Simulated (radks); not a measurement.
Results of a calculation; reference values are marked as such.
These are the eigenvalues of the occupied orbitals of an atom or ion with whole-number occupations (eV). Level of theory: Dirac Kohn-Sham, LDA (Slater exchange, Perdew-Wang correlation), spin-unpolarised, spherical densities, finite nucleus; Fermi nuclear charge, rms radius of each element as measured or else 0.836 A^(1/3) + 0.57 fm (a radial shooting solver on a logarithmic mesh with Libxc functionals).

1s1/2: -17837.79
2s1/2: -2511.804
2p1/2: -2305.073
2p3/2: -2219.355
3s1/2: -449.4304
3p1/2: -372.4041
3p3/2: -358.7162
3d3/2: -222.3434
3d5/2: -219.8368
4s1/2: -97.5980
4p1/2: -76.0394
4p3/2: -74.0432
4d3/2: -42.0515

Which element is it, and in what charge state? The configuration may be excited. Open shells, if any, fill j = l - 1/2 first.

Answer. Z = 40, zirconium, charge +4: Zr4+ in [Ar] 3d10 4s2 4p5 4d1. The list shows which subshells hold electrons but not how many an open one holds; the 1s level, -655.53 hartree, gives Z - s = 36.2 by -(Z - s)^2/2, which with screening and relativity narrows Z to a few neighbours, and the depths of the outer levels then fix element, charge and occupations together.
